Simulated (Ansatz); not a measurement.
Reaction (formal loss of a carbene): `CC(C)CC(C)C(C)C` → `CCC(C)CC(C)C` + `[CH2]` (triplet)

Computed with Ansatz on PBE0-D4/def2-TZVP structures; ΔE is electronic, products minus reactants. CCSD(T)/CBS is the MP2 limit (def2-TZVPP, def2-QZVPP) plus CCSD(T) − MP2 in def2-TZVPP, frozen cores. This one scheme is used for every species. Functionals use def2-TZVPP. Triplets are unrestricted, without spin–orbit coupling. One conformer a species, not always the lowest.

```
       level  ΔE (kJ/mol)
      r2SCAN        401.1
HF/CBS(def2)        270.9
```

(1) What does CCSD(T)/CBS give? (Estimate.)

Largest T1 diagnostic among the species: 0.011.

## Answers

(1) Computed: +429.9 kJ/mol. The listed levels differ from it by -28.8, -159.0 kJ/mol.

From PBE to PBE0 (25 % exact exchange), in def2-TZVPP and without D4, ΔE moves by −7.0 kJ/mol. In def2-TZVPP, CCSD(T) changes the Hartree–Fock value by +148.7 kJ/mol (the triples alone add +12.9 kJ/mol) and MP2 by +162.7 kJ/mol.

CCSD(T)/CBS has its own doubt, a few kJ/mol and more with outer-core shells, so smaller differences from it don't rank the levels.
